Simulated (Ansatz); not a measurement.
Geometry optimisation, Ansatz 0.2.0, RKS B3LYP-D4/def2-SVP.

Input file:

```yaml
crystal:
  periodic: [false, false, false]
  atoms:
    - { symbol: Sn, position_ang: [0.380965, -0.207038, -0.463325] }
    - { symbol: O, position_ang: [-0.590752, -0.215569, 2.540118] }
    - { symbol: H, position_ang: [-1.121833, -1.009461, 2.692104] }
    - { symbol: H, position_ang: [1.312645, -0.378436, -1.900144] }
    - { symbol: H, position_ang: [0.193439, 1.427897, -0.002135] }
    - { symbol: H, position_ang: [-1.048582, -1.146232, -0.533356] }
    - { symbol: F, position_ang: [1.506244, -1.035052, 0.847633] }
    - { symbol: H, position_ang: [0.332473, -0.560708, 2.543405] }
basis:
  gaussian: { orbitals: def2-SVP }
hamiltonian:
  xc: b3lyp
  dispersion: d4
relax:
  f_tol: 0.03
  max_steps: 50
```

Launched with:

```bash
$ ansatz run input.yaml --threads 2 --pin off --max-ram 3072MiB --backend cpu --events-out ev --progress --plain --runs-dir out
```

Question: Where does it end, and by what steps?

Answer: The forces met the threshold. After 6 steps the energy has fallen by 0.088 eV; H8 moved furthest, 0.22 Å.

| step | energy less start (eV) | largest force component (eV/Å) | accepted |
| --- | --- | --- | --- |
| 0 | 0.0000 | 1.037 | yes |
| 1 | -0.0708 | 0.411 | yes |
| 2 | -0.0281 | 1.905 | no |
| 3 | -0.0870 | 0.121 | yes |
| 4 | -0.0876 | 0.049 | yes |
| 5 | -0.0880 | 0.035 | yes |
| 6 | -0.0881 | 0.009 | yes |

```xyz
8
Properties=species:S:1:pos:R:3
Sn 0.330 -0.186 -0.374
O -0.527 -0.230 2.407
H -1.090 -0.994 2.599
H 1.294 -0.420 -1.784
H 0.165 1.468 0.012
H -1.093 -1.134 -0.455
F 1.517 -1.016 0.984
H 0.369 -0.613 2.334
```

Time of the run: 13 s on 2 threads of Arm Neoverse V2, on a shared host, peak memory 0.16 GiB.
